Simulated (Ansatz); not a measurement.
Two members of one family (Si17H24 nanocrystal and its variants), computed with Ansatz in the gas phase. The two geometries come from different levels. HOMO and LUMO are taken over both spins. Binding counts from free atoms in the multiplicity of their measured ground term, without zero-point energy. Sets without diffuse functions give affinities that are too small. The spins of the ions were chosen, not always searched. A dash marks a value that wasn't run or was left out as unsound. The structures are stationary points that may keep the symmetry of their start. Remarks come from the PBE and PBE0 runs and from stability tests at other levels; not every state was tested. A HOMO above zero means that the electron is unbound at that level and held by the basis, or that self-interaction error raises the level; the energy of removing that electron tells which. HOMO above LUMO (over both spins in singlets and doublets, within one spin in higher multiplets; at PBE or PBE0), or a gap under 0.15 eV within one spin, warns that the state may not be the lowest or that an electron is smeared out.

First: Si17OH22, double-bonded O in place of two caps (singlet, charge 0, r2SCAN-D4/def2-SVP geometry).

```xyz
40

Si   -1.641    4.037   -0.481
Si   -3.135   -0.001    0.361
Si    2.554   -2.246   -2.389
Si   -0.877   -2.846   -0.605
Si    0.279    0.736   -1.405
Si   -0.155    1.707    2.273
Si    2.087   -1.284    1.309
Si   -1.268   -1.846    3.096
Si   -0.314    2.914   -2.067
Si    1.794   -0.098   -2.997
Si   -1.582   -0.693   -1.264
Si   -0.718    3.912    1.679
Si   -2.020    0.279    2.414
Si    0.667   -3.651   -2.196
Si    3.605   -2.114   -0.283
Si    0.215   -2.699    1.479
Si    1.354    0.857    0.681
O     0.472   -4.949   -3.021
H    -1.760    5.477   -0.879
H    -3.015    3.447   -0.472
H    -4.148   -1.095    0.523
H    -3.853    1.243   -0.053
H     3.485   -2.806   -3.420
H    -2.053   -3.770   -0.515
H     0.510    1.716    3.618
H     2.752   -1.213    2.653
H    -2.434   -2.776    3.245
H    -0.565   -1.745    4.415
H    -1.020    2.867   -3.388
H     0.962    3.680   -2.246
H     1.134   -0.162   -4.338
H     2.965    0.835   -3.090
H    -2.231   -0.786   -2.614
H    -1.678    4.491    2.672
H     0.536    4.731    1.707
H    -2.979    0.822    3.433
H     4.079   -3.476    0.122
H     4.793   -1.206   -0.379
H     0.674   -4.073    1.870
H     2.530    1.782    0.551
```

```json
{"level": "PBE-D4/def2-SVP", "HOMO (eV)": "-5.68", "LUMO (eV)": "-3.20", "gap (eV)": "2.48", "vertical IE (eV)": "–", "vertical EA (eV)": "–", "binding per atom (eV)": "3.33"}
{"level": "PBE-D4/def2-TZVP", "HOMO (eV)": "-5.79", "LUMO (eV)": "-3.36", "gap (eV)": "2.42", "vertical IE (eV)": "7.70", "vertical EA (eV)": "1.71", "binding per atom (eV)": "3.34"}
{"level": "r2SCAN-D4/def2-TZVP", "HOMO (eV)": "-6.02", "LUMO (eV)": "-3.32", "gap (eV)": "2.71", "vertical IE (eV)": "–", "vertical EA (eV)": "–", "binding per atom (eV)": "3.34"}
{"level": "PBE0-D4/def2-SVP", "HOMO (eV)": "-6.86", "LUMO (eV)": "-2.54", "gap (eV)": "4.31", "vertical IE (eV)": "–", "vertical EA (eV)": "–", "binding per atom (eV)": "3.31"}
{"level": "PBE0-D4/def2-TZVP", "HOMO (eV)": "-6.90", "LUMO (eV)": "-2.67", "gap (eV)": "4.23", "vertical IE (eV)": "8.08", "vertical EA (eV)": "1.67", "binding per atom (eV)": "3.32"}
```

Remarks: gap within one spin near zero at PBE or PBE0 (+1 doublet), HOMO above zero (-1 doublet).

Second: Si16BH24, B on an inner site (doublet, charge 0, PBE-D4/def2-SVP geometry; oxidised ion singlet, reduced ion singlet).

```xyz
41

Si    0.285   -3.466   -2.292
Si    2.680   -0.106   -1.584
Si   -2.925    2.401    0.222
Si    0.772    2.719   -0.311
B    -0.955   -0.389   -0.878
Si    1.240   -2.327    1.239
Si   -0.592    0.637    2.579
Si    3.186    0.851    2.045
Si   -1.492   -1.884   -2.186
Si   -2.823    0.438   -1.135
Si    0.486    0.774   -1.633
Si    0.983   -4.193   -0.168
Si    3.046   -0.980    0.571
Si   -1.247    3.916   -0.411
Si   -2.627    1.809    2.477
Si    1.164    2.054    1.913
Si   -0.760   -1.094    0.979
H    -0.270   -4.620   -3.095
H     1.431   -2.864   -3.060
H     3.662    1.018   -1.817
H     2.918   -1.151   -2.644
H    -4.312    2.955   -0.027
H     1.932    3.548   -0.810
H     1.423   -2.758    2.675
H    -0.325    0.075    3.956
H     4.344    1.736    1.656
H     3.405    0.374    3.460
H    -1.740   -1.398   -3.594
H    -2.719   -2.655   -1.758
H    -3.118    0.852   -2.558
H    -3.956   -0.452   -0.685
H     0.194    1.243   -3.043
H     2.263   -4.982   -0.309
H    -0.080   -5.103    0.391
H     4.326   -1.785    0.613
H    -1.505    4.430   -1.805
H    -1.252    5.084    0.546
H    -2.579    3.066    3.314
H    -3.773    0.953    2.953
H     1.212    3.268    2.814
H    -1.903   -1.993    1.401
```

Q: Estimate how these quantities change from the first to the second (second minus first).

A: 
```tsv
level	Δ HOMO (eV)	Δ LUMO (eV)	Δ gap (eV)	Δ vertical IE (eV)	Δ vertical EA (eV)	Δ binding per atom (eV)
PBE-D4/def2-SVP	0.04	-2.07	-2.11	–	–	-0.06
PBE-D4/def2-TZVP	0.14	-1.90	-2.04	-0.39	1.98	-0.07
r2SCAN-D4/def2-TZVP	0.12	-1.92	-2.04	–	–	-0.06
PBE0-D4/def2-SVP	0.20	-2.33	-2.53	–	–	-0.05
PBE0-D4/def2-TZVP	0.29	-2.13	-2.42	-0.38	2.18	-0.06
```
